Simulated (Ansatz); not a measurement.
Relaxation of CH$_{6}$BFSi (10 atoms, charge 0, multiplicity 1), to a largest force component of 0.015 eV/Å in at most 40 steps.

All numbers below come from Ansatz, RKS PBE0-D4/6-31G*.

```xyz
10
Properties=species:S:1:pos:R:3:forces:R:3
F -2.370 -0.087 0.288 -0.35 -0.09 -0.18
B -1.242 0.270 0.881 0.25 0.15 -0.50
C -0.066 0.794 0.017 0.19 -0.34 0.04
Si 0.967 -0.694 -0.609 -0.67 0.72 0.20
H -1.204 0.108 2.046 0.10 -0.06 0.65
H 0.606 1.452 0.563 0.18 0.11 0.23
H -0.414 1.326 -0.868 -0.13 0.04 -0.27
H 1.569 -1.414 0.513 0.23 -0.27 0.36
H 0.051 -1.582 -1.333 -0.16 -0.37 -0.25
H 2.016 -0.224 -1.518 0.37 0.11 -0.27
```

Problem. Where does it end, and by what steps?

Solution. The forces met the threshold. After 7 steps the energy has fallen by 0.044 eV; F1 moved furthest, 0.13 Å.

```
step  energy less start (eV)  largest force component (eV/Å)  accepted
   0                  0.0000                           0.718       yes
   1                 -0.0379                           0.220       yes
   2                 -0.0387                           0.303       yes
   3                 -0.0426                           0.061       yes
   4                 -0.0433                           0.038       yes
   5                 -0.0440                           0.037       yes
   6                 -0.0442                           0.028       yes
   7                 -0.0444                           0.010       yes
```

```xyz
10
Properties=species:S:1:pos:R:3
F -2.433 0.004 0.357
B -1.244 0.277 0.887
C -0.090 0.784 -0.016
Si 0.950 -0.682 -0.613
H -1.122 0.065 2.064
H 0.594 1.440 0.537
H -0.457 1.307 -0.908
H 1.518 -1.424 0.547
H 0.121 -1.624 -1.415
H 2.077 -0.199 -1.460
```

Time of the run: 70 s on 1 thread of AMD EPYC (Zen 3), with other jobs on the host, peak memory 0.16 GiB.
